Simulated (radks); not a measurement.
Polarisability of the technetium ion Tc3+, [Kr] 4d4, at imaginary frequency. Calculated with a radial shooting solver on a logarithmic mesh with Libxc functionals: non-relativistic Kohn-Sham, PBE, spin-polarised, spherical densities, point nucleus; open shells are filled with parallel spins first (spin-orbit coupling, left out, can overturn this in heavy ions); relativity is left out, which matters for an element this heavy. Response by self-consistent Sternheimer equations with the Hartree and adiabatic LDA kernel.

| w (hartree) | alpha1(iw) (bohr^3) |
|---|---|
| 0.00266 | 5.318 |
| 0.0143 | 5.317 |
| 0.0360 | 5.309 |
| 0.0697 | 5.285 |
| 0.118 | 5.224 |
| 0.186 | 5.095 |
| 0.280 | 4.855 |
| 0.413 | 4.458 |
| 0.605 | 3.882 |
| 0.892 | 3.139 |
| 1.35 | 2.278 |
| 2.12 | 1.402 |
| 3.59 | 0.6827 |
| 6.94 | 0.2486 |
| 17.5 | 0.06078 |

Static values: alpha1 = 5.318 bohr^3 (0.7881 angstrom^3; uncoupled 7.612). C6 = 24.16, triple-dipole C9 = 89.58 atomic units. One-pole (London) frequency 4 C6 / (3 alpha1^2) = 1.139 hartree, against 1.356 for minus the highest occupied eigenvalue.
